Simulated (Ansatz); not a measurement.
`C#C[SiH2]O` + NH₃ → `C#C[SiH2]N` + H₂O at 700 K and 1 bar (ligand exchange at the Si–O bond).

Program: Ansatz. Geometries: PBE0-D4/def2-TZVP. ΔE: electronic, gas phase. CCSD(T)/CBS is the MP2 limit (def2-TZVPP, def2-QZVPP) plus CCSD(T) − MP2 in def2-TZVPP, frozen cores. This one scheme is used for every species. One conformer a species, not always the lowest.

```csv
species,CCSD(T)/CBS energy (Eh),H − E (kJ/mol),S (J/(mol·K))
`C#C[SiH2]O`,-442.75166,195.6,404.1
NH₃,-56.50880,116.9,226.5
`C#C[SiH2]N`,-422.86577,231.9,417.2
H₂O,-76.37941,80.5,218.4
```

H − E and S are ideal-gas, rigid-rotor, harmonic terms from PBE0-D4/def2-TZVP, for one conformer and one mirror image of each species. 1 Eh = 2625.50 kJ/mol, R = 8.31446 J/(mol·K).

Q: By hand: ΔE, ΔH, ΔS and ΔG.

A: ΔE = (-422.86577) + (-76.37941) − (-442.75166) − (-56.50880) = 0.01528 Eh = 40.1 kJ/mol. Δ(H − E) = 231.9 + 80.5 − 195.6 − 116.9 = -0.1, so ΔH = 40.0 kJ/mol. ΔS = 417.2 + 218.4 − 404.1 − 226.5 = 5.0 J/(mol·K). ΔG = 40.0 − 700 × (5.0)/1000 = 36.5 kJ/mol.

Q: By hand: the equilibrium constant, and the temperature at which ΔG would vanish if ΔH and ΔS stayed fixed.

A: log₁₀ K = −ΔG/(RT ln 10) = -2.7. ΔG = 0 at ΔH/ΔS = 8000 K, far beyond where these terms or the molecules hold.

The number of gas molecules stays the same, so ΔS is small and ΔH decides. A doubt of 5 kJ/mol in ΔE shifts log₁₀ K by 0.4 here. Other conformers and mirror images would add mixing entropy, several J/(mol·K) or more a flexible species. These are equilibria of isolated gas molecules and say nothing of rates. Largest T1 diagnostic: 0.012 (customary marks: 0.02 for closed shells, 0.045 for open ones).
